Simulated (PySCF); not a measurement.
H2O3Si, SMILES [Si](O)(O)=O.

Geometry optimised at B3LYP-D3(BJ)/def2-SVP. Other conformers were not sampled.

Two levels are set side by side: PBE/def2-TZVPD (PySCF) and ωB97X/def2-TZVPD (PySCF). Same geometry, gas phase. Differences are taken from unrounded values.

```csv
quantity,ωB97X
orbital gap (eV),11.39
highest occupied level (eV),-10.99
lowest empty level (eV),0.39
dipole moment (D),1.97
mean polarisability (bohr³),35.2
```

Q: What does PBE give, and how far is it from ωB97X? (An estimate is asked for; the answer gives what the named calculation found.)

A: 
```json
[
 {"quantity": "orbital gap (eV)", "PBE": "4.56", "PBE minus ωB97X": "-6.82"},
 {"quantity": "highest occupied level (eV)", "PBE": "-6.91", "PBE minus ωB97X": "4.08"},
 {"quantity": "lowest empty level (eV)", "PBE": "-2.35", "PBE minus ωB97X": "-2.74"},
 {"quantity": "dipole moment (D)", "PBE": "1.84", "PBE minus ωB97X": "-0.12"},
 {"quantity": "mean polarisability (bohr³)", "PBE": "38.0", "PBE minus ωB97X": "2.9"}
]
```

Without exact exchange PBE keeps part of each electron's self-repulsion, which lifts occupied levels and narrows the gap. PBE's more diffuse valence density responds more strongly to a field. Differences between two approximate levels are no errors against the true value.

Rough cost on one machine, each run with all the roots and properties that it gave: ωB97X against PBE within a factor of 2.
